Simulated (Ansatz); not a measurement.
```yaml
crystal:
  periodic: [false, false, false]
  atoms:
    - {symbol: C, position_ang: [-1.314793, 0.283756, 0.198135]}
    - {symbol: Al, position_ang: [-0.094512, -0.119667, -0.266447]}
    - {symbol: C, position_ang: [0.548304, -1.246924, 0.084983]}
    - {symbol: Cl, position_ang: [0.138203, 0.302680, -1.481648]}
    - {symbol: Se, position_ang: [0.856084, 1.010760, 0.522101]}
    - {symbol: H, position_ang: [-1.338428, 0.233643, 0.962352]}
    - {symbol: H, position_ang: [-1.276476, 1.002864, 0.001405]}
    - {symbol: H, position_ang: [-1.877398, -0.138375, -0.072379]}
    - {symbol: H, position_ang: [1.092217, -1.085265, -0.143280]}
    - {symbol: H, position_ang: [0.204407, -1.870680, -0.184696]}
    - {symbol: H, position_ang: [0.471636, -1.131925, 0.738696]}
    - {symbol: H, position_ang: [1.773805, 0.871358, -0.114250]}
    - {symbol: H, position_ang: [0.542830, 1.942324, -0.052855]}
basis:
  gaussian: {orbitals: cc-pVDZ}
total_charge: -1
magnetization: {spin_polarized: true, initial_magnetization: 1}
hamiltonian: {xc: {name: wB97X}}
```

```sh
$ ansatz run in.yaml --threads 4 --pin off --events-out ev --progress --plain --max-ram 11315MiB
```

It prints (some lines left out):

```
Functional definition: wB97X
1306 factors; integrals over basis functions are off by at most 5.0e-4 eV
407 factors; integrals over basis functions are off by at most 1.6e-6 eV
mean field evaluation 1: about -86563.9337 eV, gradient 6.4e1 eV
mean field evaluation 2: about -86568.2013 eV, gradient 5.4e1 eV
mean field evaluation 4: about -86581.0207 eV, gradient 2.3e0 eV
mean field evaluation 8: about -86581.2709 eV, gradient 5.4e-1 eV
mean field evaluation 16: about -86581.3545 eV, gradient 1.5e-1 eV
mean field evaluation 32: about -86581.3578 eV, gradient 6.8e-4 eV
mean field -86581.35779444 eV, -3181.8062119935 hartree, gradient 1.9e-5 eV, S^2 0.751150; 6 other end points of the search recorded, 0 dependent functions left out
reference -86581.35777376 eV, -3181.8062112335 hartree; 43, 42 occupied and 88, 89 virtual orbitals, 1306 factors
Total energy: -86581.35777376 eV, -3181.8062112335 hartree
```

**Question.** Something in this input is off. What?

**Answer.** The geometry is squeezed to about two thirds of its size. The calculation finished and met its thresholds. The result belongs to that input, not to the molecule as meant.
